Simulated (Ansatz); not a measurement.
A CCSD(T) single point on C2H10NPSi (`C[SiH](C)NP`).

```yaml
crystal:
  periodic: [false, false, false]
  atoms:
    - {symbol: C, position_ang: [-0.515879, -1.569128, 0.428564]}
    - {symbol: Si, position_ang: [0.497850, -0.066740, -0.009133]}
    - {symbol: C, position_ang: [1.185047, -0.173434, -1.741268]}
    - {symbol: N, position_ang: [-0.472775, 1.370255, 0.084314]}
    - {symbol: P, position_ang: [-1.288192, 1.994995, 1.441059]}
    - {symbol: H, position_ang: [0.106776, -2.467818, 0.407281]}
    - {symbol: H, position_ang: [-0.937831, -1.483668, 1.432713]}
    - {symbol: H, position_ang: [-1.340571, -1.705452, -0.275674]}
    - {symbol: H, position_ang: [1.618526, 0.033069, 0.973993]}
    - {symbol: H, position_ang: [1.785455, 0.706205, -1.986569]}
    - {symbol: H, position_ang: [1.827530, -1.051591, -1.844741]}
    - {symbol: H, position_ang: [0.381905, -0.257807, -2.478235]}
    - {symbol: H, position_ang: [-0.445679, 2.018495, -0.685897]}
    - {symbol: H, position_ang: [-2.085988, 0.874031, 1.811622]}
    - {symbol: H, position_ang: [-0.337973, 1.727886, 2.471370]}
basis:
  gaussian: {orbitals: def2-TZVPP}
correlation: {method: ccsd_t}
```

```sh
$ ansatz run in.yaml --threads 2 --pin off --events-out ev --progress --plain --max-ram 32768MiB --backend cuda --devices 0, --max-vram 18GiB
```

Log, shortened:

```
Functional definition: HF
1806 factors; integrals over basis functions are off by at most 1.1e-3 eV
mean field evaluation 1: about -20833.4819 eV, gradient 4.4e1 eV
mean field evaluation 2: about -20833.7931 eV, gradient 4.5e1 eV
mean field evaluation 4: about -20838.6650 eV, gradient 5.0e0 eV
mean field evaluation 8: about -20838.7586 eV, gradient 2.9e-1 eV
mean field -20838.75913237 eV, -765.8102730965 hartree, gradient 1.5e-6 eV, S^2 0.000000; 0 other end points of the search recorded, 0 dependent functions left out
13 core orbitals not correlated: weight in the atoms' cores, before any rotation towards them, 1.000 or more for the frozen orbitals, at most 0.000 for the correlated occupied ones
reference -20838.75913237 eV, -765.8102730965 hartree; 16, 16 occupied and 288, 288 virtual orbitals, 1806 factors
second order -23.14590066 eV of doubles, -0.00000000 eV of singles
cycle   1  -24.23711125 eV  change    -1.1e0 eV  update   1.0e-1
cycle   2  -24.86217781 eV  change   -6.3e-1 eV  update   3.0e-2
cycle   3  -24.95171829 eV  change   -9.0e-2 eV  update   1.2e-2
cycle   4  -24.94469630 eV  change    7.0e-3 eV  update   3.0e-3
cycle   5  -24.94412575 eV  change    5.7e-4 eV  update   1.1e-3
cycle   6  -24.94395681 eV  change    1.7e-4 eV  update   3.2e-4
cycle   7  -24.94384980 eV  change    1.1e-4 eV  update   1.1e-4
cycle   8  -24.94386586 eV  change   -1.6e-5 eV  update   3.8e-5
perturbative correction -0.97671532 eV, -0.0358936261 hartree
Total energy: -20864.67971356 eV, -766.7628368853 hartree
```

Run time 16 s (2 threads of an AMD EPYC 7R13 on a shared host and a share of an NVIDIA H100 80 GB); peak host memory 0.84 GiB.

The correlation energy is -25.921 eV, 3.8 % of it from (T); the T1 diagnostic reads 0.0108.
